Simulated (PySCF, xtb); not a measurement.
ClI, SMILES ClI.

Harmonic wavenumbers (cm⁻¹) from GFN2-xTB in xtb at its own minimum, in rising order: 366.

### Question
What does B3LYP-D3(BJ)/def2-TZVP (PySCF) give at its own minimum? (Estimate from the structure and the level; the computed values follow.)

### Answer
375. Paired by order, the mean absolute difference is 9 cm⁻¹ and the zero-point energies are 0.5 and 0.5 kcal/mol.
